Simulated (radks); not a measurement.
Spherical quantum dot in the effective-mass picture: electrons in a well V = -V0 / (1 + exp((r - R)/a)) with V0 = 15.4, R = 4.04, a = 0.14, with a point charge +2 (a donor) at the centre, all in effective atomic units (hartree* = m*/eps^2 hartree, bohr* = eps/m* bohr), one dielectric constant everywhere. Method: non-relativistic Kohn-Sham, LDA (Slater exchange, Perdew-Wang correlation), spin-polarised, spherical densities; computed with a radial shooting solver with Libxc functionals. Levels are named by radial order and angular momentum (1s, 1p, 1d, 2s, ...), and open shells are averaged over m. Results are scaled to m* = 0.249 and eps = 12.8, for which hartree* = 41.36 meV and bohr* = 2.72 nm. Each electron was tried in the lowest free levels, single moves between levels near the top were tried too, and the lowest total energy was kept; such a search can miss a lower state. At N = 1 the Hartree and exchange-correlation terms need not cancel, so that row can carry a self-interaction error.

| N | open shells | 2S | mu = E(N) - E(N-1) (meV) | addition energy mu(N+1) - mu(N) (meV) | rms radius (nm) |
|---|---|---|---|---|---|
| 1 | 1s(up 1, down 0) | 1 | -717.16 | 43.58 | 2.425 |
| 2 | none | 0 | -673.59 | 59.36 | 2.988 |
| 3 | 1p(up 1, down 0) | 1 | -614.22 | 13.01 | 4.523 |
| 4 | 1p(up 2, down 0) | 2 | -601.22 | 13.60 | 5.207 |
| 5 | 1p(up 3, down 0) | 3 | -587.62 | 16.05 | 5.633 |
| 6 | 1p(up 3, down 0) 2s(up 1, down 0) | 4 | -571.57 | 15.52 | 5.960 |
| 7 | 1p(up 3, down 1) 2s(up 1, down 0) | 3 | -556.05 | 11.53 | 6.194 |
| 8 | none | 0 | -544.52 | 14.74 | 6.375 |
| 9 | 2s(up 1, down 0) | 1 | -529.77 | 15.59 | 6.541 |
| 10 | none | 0 | -514.18 | 23.18 | 6.655 |
| 11 | 1d(up 1, down 0) | 1 | -491.00 | 12.34 | 6.802 |
| 12 | 1d(up 2, down 0) | 2 | -478.66 | 12.37 | 6.927 |
| 13 | 1d(up 3, down 0) | 3 | -466.29 | 12.38 | 7.036 |
| 14 | 1d(up 4, down 0) | 4 | -453.91 | 12.38 | 7.132 |
| 15 | 1d(up 5, down 0) | 5 | -441.54 | 15.43 | 7.218 |
| 16 | 1d(up 5, down 1) | 4 | -426.11 | 12.08 | 7.296 |
| 17 | 1d(up 5, down 2) | 3 | -414.02 | 12.12 | 7.366 |
| 18 | 1d(up 5, down 3) | 2 | -401.90 | 12.14 | 7.431 |
| 19 | 1d(up 5, down 4) | 1 | -389.77 | 12.14 | 7.491 |
| 20 | none | 0 | -377.62 | 27.96 | 7.546 |
| 21 | 1f(up 1, down 0) | 1 | -349.67 | 11.90 | 7.606 |
| 22 | 1f(up 2, down 0) | 2 | -337.77 | 11.90 | 7.662 |
| 23 | 1f(up 3, down 0) | 3 | -325.87 | 11.90 | 7.713 |
| 24 | 1f(up 4, down 0) | 4 | -313.97 | 11.90 | 7.761 |
| 25 | 1f(up 5, down 0) | 5 | -302.06 | 11.90 | 7.806 |
| 26 | 1f(up 6, down 0) | 6 | -290.17 | 11.89 | 7.848 |
| 27 | 1f(up 7, down 0) | 7 | -278.28 | 14.83 | 7.888 |
| 28 | 1f(up 7, down 1) | 6 | -263.45 | 11.73 | 7.926 |
| 29 | 1f(up 7, down 2) | 5 | -251.72 | 11.74 | 7.962 |
| 30 | 1f(up 7, down 3) | 4 | -239.98 | 11.74 | 7.996 |
| 31 | 1f(up 7, down 4) | 3 | -228.24 | 11.74 | 8.028 |
| 32 | 1f(up 7, down 5) | 2 | -216.50 | 11.74 | 8.059 |
| 33 | 1f(up 7, down 6) | 1 | -204.76 | 11.74 | 8.089 |
| 34 | none | 0 | -193.02 | 30.04 | 8.117 |
| 35 | 1g(up 1, down 0) | 1 | -162.98 | 11.59 | 8.147 |
| 36 | 1g(up 2, down 0) | 2 | -151.40 | 11.58 | 8.177 |
| 37 | 1g(up 3, down 0) | 3 | -139.81 | 11.58 | 8.204 |
| 38 | 1g(up 4, down 0) | 4 | -128.23 | 11.58 | 8.231 |
| 39 | 1g(up 5, down 0) | 5 | -116.65 | - | 8.257 |

All shells are closed at N = 2, 8, 10, 20, 34 (there: 1s2 1p6 1d10 2s2 1f14); the second difference of the energy has clear peaks (12 % above both neighbours; the first and last values, which can be the largest, are not judged, and half-filled shells can peak too) at N = 2, 10, 15, 20, 27, 34.
